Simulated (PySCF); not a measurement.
Worked example: refractive index and permittivity of the vapour

FHOS2W, SMILES [OH][W]([F])(=[S])=[S], multiplicity 1.

Geometry optimised at B3LYP-D3(BJ)/def2-SVP. The geometry has at least one imaginary mode, so it is a saddle point at that level. The multiplicity is an assumed one; other spin states were not compared. The def2 effective core potentials stand for the cores of W; spin–orbit coupling is left out. One conformer was computed; it need not be the lowest.

HF/def2-TZVP run with PySCF gives a mean static polarisability of 78.6 bohr³ and a dipole moment of 2.98 D. Take an ideal gas at 298.15 K and 1 bar, whether or not the substance is that volatile.

Problem. Work out n − 1 in the optical limit and the static ε − 1.

Solution. 
Polarisability volume α' = 78.6 × 0.148185 = 11.65 Å³. Number density N = p/kT = 2.43e-5 Å⁻³.
Dilute limit of Lorentz–Lorenz: n − 1 = 2π N α' = 0.0018.
Orientation term of Debye: μ²/(3kT) = 8.098 Å³ × μ²(D²) = 71.91 Å³.
ε − 1 = 4π N (α' + μ²/3kT) = 0.026. Orientation of the dipole supplies 86 % of the static response; it can't follow optical fields. Vibrational polarisation and dispersion are left out.
